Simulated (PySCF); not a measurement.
Frontier levels across methods

Difluorogermane, F₂GeH₂.
Cartesian coordinates in Å at the PBE0-D3(BJ)/def2-SVP level; atoms count from 1:
```xyz
5
F2GeH2 angstrom
F     -1.3073    1.4364   -0.0809
Ge    -0.0526    0.2474   -0.0448
F      1.4223    1.1438   -0.1423
H     -0.0939   -0.4390    1.3201
H     -0.1715   -0.6020   -1.3102
```

Basis pcSseg-2 throughout (PySCF), one geometry. Geometry: PBE0-D3(BJ)/def2-SVP; no solvent, vibrations or thermal averaging. The calculation is non-relativistic, for germanium too.

Q: How do the orbital energies, the gap and the dipole change with the method?

A: 
| method | kind | HOMO (eV) | LUMO (eV) | gap (eV) | μ (D) | SCF cycles |
| --- | --- | --- | --- | --- | --- | --- |
| BLYP | GGA | -8.46 | -1.04 | 7.42 | 2.55 | 12 |
| OPBE | GGA | -8.48 | -0.80 | 7.68 | 2.48 | 12 |
| PBE | GGA | -8.51 | -1.08 | 7.43 | 2.53 | 12 |
| B97-D | GGA | -8.58 | -0.97 | 7.61 | 2.54 | 12 |
| LDA | LDA | -8.60 | -1.36 | 7.24 | 2.63 | 12 |
| BP86 | GGA | -8.63 | -1.11 | 7.52 | 2.53 | 12 |
| KT2 | GGA | -8.64 | -1.21 | 7.42 | 2.54 | 13 |
| KT3 | GGA | -8.69 | -1.12 | 7.57 | 2.53 | 12 |
| B97-2 | global hybrid | -9.85 | -0.23 | 9.61 | 2.68 | 11 |
| B3LYP | global hybrid | -9.89 | -0.54 | 9.34 | 2.70 | 11 |
| PBE0 | global hybrid | -10.10 | -0.25 | 9.85 | 2.70 | 11 |
| mPW1PW91 | global hybrid | -10.14 | -0.25 | 9.89 | 2.70 | 11 |
| CAM-B3LYP | range-separated hybrid | -11.55 | 0.63 | 12.18 | 2.78 | 11 |
| BHandHLYP | global hybrid | -11.59 | 0.49 | 12.07 | 2.87 | 10 |
| wB97X-D | range-separated hybrid | -12.01 | 1.54 | 13.54 | 2.72 | 11 |
| LC-wPBE | range-separated hybrid | -12.86 | 1.90 | 14.76 | 2.76 | 11 |
| HF | Hartree–Fock | -13.82 | 2.59 | 16.41 | 2.98 | 10 |

The HOMO spans 5.36 eV, from BLYP down to HF, and the gap runs from 7.24 eV (LDA) to 16.41 eV (HF). Over the methods BLYP (0 %), OPBE (0 %), PBE (0 %), B97-D (0 %), LDA (0 %), BP86 (0 %), KT2 (0 %), KT3 (0 %), B97-2 (21 %), B3LYP (20 %), PBE0 (25 %), mPW1PW91 (25 %), BHandHLYP (50 %), HF (100 %), a straight line through the gap against the share of exact exchange rises by 0.90 eV for each 10 % (correlation coefficient 0.999). The dipole ranges from 2.48 D (OPBE) to 2.98 D (HF). This basis has no diffuse functions.

The vertical ΔSCF ionisation energy at CAM-B3LYP/def2-SVPD is 12.93 eV; −ε(HOMO) comes closest to it with LC-wPBE (12.86 eV).
